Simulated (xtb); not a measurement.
H2O2Zn, singlet, geometry from GFN2-xTB (such geometries of metal compounds can be far from the true shape); GFN2-xTB with ALPB(methanol) in xtb.

The xtb input:
```
$ xtb mol.xyz --gfn 2 --alpb methanol --json

# file mol.xyz
5

Zn    -0.00043581     0.16948187     0.03107190
O      1.25323209    -0.15772531    -1.08183775
H      1.82660149     0.51561231    -1.44172741
O     -1.25144443    -0.53747576     0.95438330
H     -1.82782845    -0.03845981     1.52920600
```

It wrote (shortened):

```
   ID    Z sym.   atoms
    1   30 Zn     1
    2    8 O      2, 4
    3    1 H      3, 5

           -------------------------------------------------
          |                Calculation Setup                |
           -------------------------------------------------

           -------------------------------------------------
          |                 G F N 2 - x T B                 |
           -------------------------------------------------

      * Solvation model:               ALPB
        Solvent                        methanol
        Parameter file                 internal GFN2-xTB/ALPB
        Dielectric constant                3.2700E+01
        Reference state                gsolv [1 M gas/solution]
        Free energy shift                  3.9449E-03 Eh       2.4755E+00 kcal/mol
        Temperature                        2.9815E+02 K
        Density                            7.9200E-01 kg/L
        Solvent mass                       3.2040E+01 g/mol
        Interaction kernel             P16
        Born radius scaling (c1)           1.6600E+00
        Born radii integrator          GBOBC
        Born offset                        0.0000E+00 a0       0.0000E+00 AA
        H-bond correction              true
        Ion screening                  false
        Surface tension                    1.0000E-05 Eh       1.5569E+01 dyn/cm
        Grid points                               230 per atom

          ...................................................
          :                      SETUP                      :
          :.................................................:
          :  # basis functions                  14          :
          :  # atomic orbitals                  14          :
          :  # shells                            8          :
          :  # electrons                        16          :
          :  max. iterations                   250          :
          :  Hamiltonian                  GFN2-xTB          :
          :  restarted?                      false          :
          :  GBSA solvation                   true          :
          :  PC potential                    false          :
          :  electronic temp.          300.0000000     K    :
          :  accuracy                    1.0000000          :
          :  -> integral cutoff          0.2500000E+02      :
          :  -> integral neglect         0.1000000E-07      :
          :  -> SCF convergence          0.1000000E-05 Eh   :
          :  -> wf. convergence          0.1000000E-03 e    :
          :  Broyden damping             0.4000000          :
          :  net charge                          0          :
          :  unpaired electrons                  0          :
          ...................................................

 iter      E             dE          RMSdq      gap      omega  full diag
   1     -9.7315497 -0.973155E+01  0.854E+00    3.97       0.0  T
   2     -9.7340302 -0.248048E-02  0.457E+00    4.67       1.0  T
   3     -9.6985720  0.354583E-01  0.237E+00    3.48       1.0  T
   4     -9.7460693 -0.474974E-01  0.559E-01    4.23       1.0  T
   5     -9.7461324 -0.630514E-04  0.123E-01    4.28       1.0  T
   6     -9.7461342 -0.182442E-05  0.355E-02    4.29       1.3  T
   7     -9.7461345 -0.365017E-06  0.236E-02    4.28       1.9  T
   8     -9.7461351 -0.526661E-06  0.128E-03    4.28      35.1  T
   9     -9.7461351 -0.323753E-08  0.749E-04    4.28      59.7  T
  10     -9.7461351 -0.196597E-08  0.174E-04    4.28     256.8  T

   *** convergence criteria satisfied after 10 iterations ***

         :::::::::::::::::::::::::::::::::::::::::::::::::::::
         ::                     SUMMARY                     ::
         :::::::::::::::::::::::::::::::::::::::::::::::::::::
         :: total energy              -9.702927998155 Eh    ::
         :: total w/o Gsasa/hb        -9.689304422960 Eh    ::
         :: gradient norm              0.007812061192 Eh/a0 ::
         :: HOMO-LUMO gap              4.284301558402 eV    ::
         ::.................................................::
         :: SCC energy                -9.746135321701 Eh    ::
         :: -> isotropic ES            0.137213459021 Eh    ::
         :: -> anisotropic ES         -0.004917412299 Eh    ::
         :: -> anisotropic XC         -0.002521480462 Eh    ::
         :: -> dispersion             -0.001351894377 Eh    ::
         :: -> Gsolv                  -0.022020580448 Eh    ::
         ::    -> Gelec               -0.008397005253 Eh    ::
         ::    -> Gsasa               -0.007460612749 Eh    ::
         ::    -> Ghb                 -0.010107882262 Eh    ::
         ::    -> Gshift               0.003944919816 Eh    ::
         :: repulsion energy           0.043207323546 Eh    ::
         :: add. restraining           0.000000000000 Eh    ::
         :: total charge              -0.000000000000 e     ::
         :::::::::::::::::::::::::::::::::::::::::::::::::::::

           -------------------------------------------------
          |                Property Printout                |
           -------------------------------------------------

    * Orbital Energies and Occupations

         #    Occupation            Energy/Eh            Energy/eV
      -------------------------------------------------------------
         1        2.0000           -0.6918405             -18.8259
         2        2.0000           -0.6858912             -18.6641
         3        2.0000           -0.5840037             -15.8915
         4        2.0000           -0.5401731             -14.6989
         5        2.0000           -0.5058614             -13.7652
         6        2.0000           -0.4710938             -12.8191
         7        2.0000           -0.4555143             -12.3952
         8        2.0000           -0.4532991             -12.3349 (HOMO)
         9                         -0.2958539              -8.0506 (LUMO)
        10                         -0.0620507              -1.6885
        11                         -0.0117239              -0.3190
        12                          0.1089557               2.9648
        13                          0.2285778               6.2199
        14                          0.6515207              17.7288
      -------------------------------------------------------------
                  HL-Gap            0.1574452 Eh            4.2843 eV
             Fermi-level           -0.3745765 Eh          -10.1927 eV

     #   Z          covCN         q      C6AA      α(0)
     1  30 Zn       1.481     0.363   120.731    21.464
     2   8 O        1.544    -0.566    24.451     6.671
     3   1 H        0.808     0.385     0.513     1.125
     4   8 O        1.544    -0.566    24.452     6.671
     5   1 H        0.808     0.385     0.513     1.124

 Mol. C6AA /au·bohr⁶  :        484.034283
 Mol. C8AA /au·bohr⁸  :      20917.532600
 Mol. α(0) /au        :         37.054745

Wiberg/Mayer (AO) data.
largest (>0.10) Wiberg bond orders for each atom

 ---------------------------------------------------------------------------
     #   Z sym  total        # sym  WBO       # sym  WBO       # sym  WBO
 ---------------------------------------------------------------------------
     1  30 Zn   2.001 --     4 O    0.988     2 O    0.988
     2   8 O    2.068 --     1 Zn   0.988     3 H    0.835     4 O    0.240
     3   1 H    0.852 --     2 O    0.835
     4   8 O    2.068 --     1 Zn   0.988     5 H    0.835     2 O    0.240
     5   1 H    0.852 --     4 O    0.835
 ---------------------------------------------------------------------------

Topologies differ in total number of bonds
Writing topology from bond orders to xtbtopo.mol

molecular dipole:
                 x           y           z       tot (Debye)
 q only:       -0.003       1.207       0.221
   full:       -0.004       1.642       0.301       4.244
molecular quadrupole (traceless):
                xx          xy          yy          xz          yz          zz
 q only:        2.017       0.645      -2.578      -3.455      -0.605       0.561
  q+dip:        1.774       0.531      -2.341      -2.838      -0.559       0.567
   full:        1.441       0.447      -1.870      -2.392      -0.443       0.429

           -------------------------------------------------
          | TOTAL ENERGY               -9.702927998155 Eh   |
          | GRADIENT NORM               0.007812061192 Eh/α |
          | HOMO-LUMO GAP               4.284301558402 eV   |
           -------------------------------------------------

normal termination of xtb
```
